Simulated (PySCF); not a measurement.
C6H11Cl3Si, SMILES CC(C)(C)/C=C\[Si](Cl)(Cl)Cl at its GFN2-xTB optimised geometry (Å):

```
21

C      1.8940     0.5138    -1.4648
C      1.6592     0.1049    -0.0024
C      2.9745    -0.4191     0.5898
C      1.2105     1.3208     0.8084
C      0.6653    -1.0250     0.0000
C     -0.6671    -1.0250     0.0000
Si    -1.9671     0.3359     0.0000
Cl    -2.1492     1.2870     1.7799
Cl    -3.7349    -0.5944    -0.3761
Cl    -1.7124     1.7247    -1.4591
H      2.2365    -0.3367    -2.0499
H      2.6498     1.2937    -1.5139
H      0.9755     0.8900    -1.9067
H      3.3445    -1.2717     0.0245
H      3.7349     0.3577     0.5670
H      2.8290    -0.7254     1.6234
H      0.4086     1.8555     0.3125
H      0.8748     1.0198     1.7971
H      2.0452     2.0086     0.9243
H      1.1462    -1.9971    -0.0397
H     -1.1256    -2.0086    -0.0264
```

Computed with PBE/def2-SVP (PySCF). Cells within 0.4 Å of a nucleus heavier than hydrogen are left out (blank, or x).

Map of the electron localisation function on the plane z = 0.8 Å:

```
|000000000000000000000000000|
|000000000000000000000000000|
|000000000000000000000000000|
|000000000000000000000000000|
|000000000000000000000000000|
|000000000000000000000000000|
|000000000000000005750000000|
|000000022100065139993000000|
|000000345420099679993000000|
|000001466640099779990000000|
|000000367751068xx8810485000|
|000000168862014336107999400|
|001321145342001575249999500|
|003565222244200245737998200|
|0046775213676545446xx541000|
|003677620256787520466510000|
|002467510046676530156620000|
|000245300277423760014520000|
|000001000487201781001210000|
|000000000375000571000000000|
|000000000011000110000000000|
|000000000000000000000000000|
|000000000000000000000000000|
|000000000000000000000000000|
|000000000000000000000000000|
|000000000000000000000000000|
|000000000000000000000000000|
```
Scale: ten equal steps from 0.000 (start of '0') to 0.998 (end of '9'), in the order '0123456789'; x runs from -6.00 to 6.00, y from -6.00 (bottom) to 6.00 (top).
